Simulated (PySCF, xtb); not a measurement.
pentafluoroethane (C₂HF₅), SMILES FC(F)(F)C(F)F.

GFN2-xTB (xtb) at its own geometry gives an orbital gap of 12.71 eV and a dipole moment of 2.06 D.

The structure is a stationary point at ωB97X-D3(BJ)/def2-SVP.

What does PySCF with CAM-B3LYP/def2-TZVP give? (Estimate from the structure and the level; the computed values follow.)

gap 14.32 eV (levels -12.12 and 2.21 eV), dipole 1.56 D.
